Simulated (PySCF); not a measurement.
Ge(F)2(Br)(OH) (BrF2GeHO), SMILES [OH][Ge]([F])([F])[Br].

Geometry optimised at r2SCAN-D4/def2-SVP. One conformer was computed; it need not be the lowest.

Method: r2SCAN-D4/def2-SVP run with PySCF.

Frequencies are harmonic and unscaled.

Computed normal modes with their intensities:
| mode | ν (cm⁻¹) | IR (km/mol) | moving atoms (share of kinetic energy) |
|---|---|---|---|
| 1 | 81 | 69.5 | H 65 %, F 32 % |
| 2 | 153 | 0.3 | O 42 %, F 28 %, Br 13 %, Ge 13 % |
| 3 | 168 | 12.1 | F 46 %, H 25 %, Ge 18 %, Br 11 % |
| 4 | 231 | 29.6 | F 45 %, Br 26 %, O 22 % |
| 5 | 244 | 22.6 | F 76 %, Ge 18 % |
| 6 | 253 | 63.2 | O 53 %, F 27 %, Ge 14 % |
| 7 | 347 | 74.2 | Ge 52 %, Br 35 % |
| 8 | 715 | 58.6 | F 65 %, O 24 %, Ge 10 % |
| 9 | 752 | 82.0 | F 75 %, Ge 25 % |
| 10 | 772 | 113.6 | O 57 %, Ge 24 %, F 18 % |
| 11 | 899 | 74.5 | H 90 % |
| 12 | 3820 | 135.2 | H 94 % |
